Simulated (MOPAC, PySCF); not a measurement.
F3Ga, SMILES `[F][Ga]([F])[F]`, neutral singlet in the gas phase. 

Cartesian coordinates (Å):
```xyz
4

F     -0.9347    -1.4753     0.0009
Ga    -0.0001    -0.0001     0.0003
F     -0.8101     1.5470    -0.0013
F      1.7449    -0.0716     0.0002
```
Charge 0, spin multiplicity 1.

All levels are single points at this geometry (PBE-D3(BJ)/def2-SVP); Pople sets use spherical d functions. Orbital energies aren't observables, and empty levels follow the basis.

PBE-D3(BJ)/def2-TZVP in PySCF gives HOMO (eV) = -9.63.

Problem. Estimate the HOMO (eV) from each of these levels: B3LYP/3-21G in PySCF; B3LYP/LANL2DZ in PySCF; BP86/6-31G* in PySCF; HF/6-31G* in PySCF; AM1 in MOPAC.

Solution. 
```json
[
 {"level": "B3LYP/3-21G in PySCF", "HOMO (eV)": "-9.96"},
 {"level": "B3LYP/LANL2DZ in PySCF", "HOMO (eV)": "-11.34"},
 {"level": "BP86/6-31G* in PySCF", "HOMO (eV)": "-9.25"},
 {"level": "HF/6-31G* in PySCF", "HOMO (eV)": "-16.86"},
 {"level": "AM1 in MOPAC", "HOMO (eV)": "-13.61"}
]
```
